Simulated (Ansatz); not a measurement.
System: BGeH5, charge 0, singlet. BGeH5 (SMILES [BH2][GeH3]).
B3LYP-D3(BJ)/def2-TZVP minimum from Ansatz (a program for electronic structure):
```xyz
7

B     -1.6821    -0.0787    -0.3969
Ge     0.3226     0.0107     0.0799
H      1.1025    -1.2653    -0.2899
H      0.9345     1.1674    -0.7449
H      0.5907     0.3271     1.5635
H     -2.4803     0.5631     0.2084
H     -2.0611    -0.7411    -1.3096
```

Hartree-Fock and MP2 correlation energies in hartree (Ansatz). UHF or UKS for unpaired electrons; spin-orbit terms are left out. Cores are frozen in correlated methods (noble-gas shells, and filled d and f shells in the p block). No relativity.

```csv
basis,X,E(HF),"E(corr, MP2)"
cc-pVTZ,3,-2102.96422,-0.22832
cc-pVQZ,4,-2102.96972,-0.24331
cc-pV5Z,5,-2102.97054,withheld
```

**Question.** Fit E(corr) = E∞ + A/X³ to X = 3 and 4, predict X = 5, and compare with the run.

**Answer.** A = (-0.22832 - (-0.24331))/(1/27 - 1/64) = 0.7001; E∞ = -0.24331 - A/64 = -0.25425; at X = 5, E∞ + A/125 = -0.24865. The run gave -0.24919, 0.54 mEh below the prediction. The same form on X = 4 and 5 gives E∞ = -0.25536, 1.11 mEh below the first estimate.
